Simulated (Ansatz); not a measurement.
Consider the formal hydrolysis of the Si–C bond: `O[Si](O)(F)CF` + H₂O → `O[Si](O)(O)F` + `CF`.

Program: Ansatz. Geometries: PBE0-D4/def2-TZVP. ΔE: electronic, gas phase. CCSD(T)/CBS is the MP2 limit (def2-TZVPP, def2-QZVPP) plus CCSD(T) − MP2 in def2-TZVPP, frozen cores. This one scheme is used for every species. DFT in def2-TZVPP. B3LYP here is the variant with VWN-RPA as its local correlation; programs differ in this. One conformer a species, not always the lowest.

```tsv
level	ΔE (kJ/mol)	difference from CCSD(T)/CBS
PBE-D4	-115.8	12.7
r2SCAN-D4	-130.5	-2.0
ωB97X-V	-127.5	1.0
ωB97M-V	-127.5	1.0
PBE0	-125.8	2.7
B3LYP	-132.2	-3.7
HF/def2-TZVPP	-151.9	-23.4
MP2/def2-TZVPP	-133.7	-5.2
CCSD(T)/def2-TZVPP	-131.5	-3.0
CCSD/CBS(def2)	-131.1	-2.6
CCSD(T)/CBS	-128.5	0
```

Largest T1 diagnostic among the species: 0.011.

The D4 term adds +4.3 kJ/mol with B3LYP and +2.5 kJ/mol with PBE0; it sums over pairs of atoms, weighted by their polarisabilities, and B3LYP, whose exchange is more repulsive, gets the larger term. From PBE to PBE0 (25 % exact exchange), in def2-TZVPP and without D4, ΔE moves by −7.2 kJ/mol.
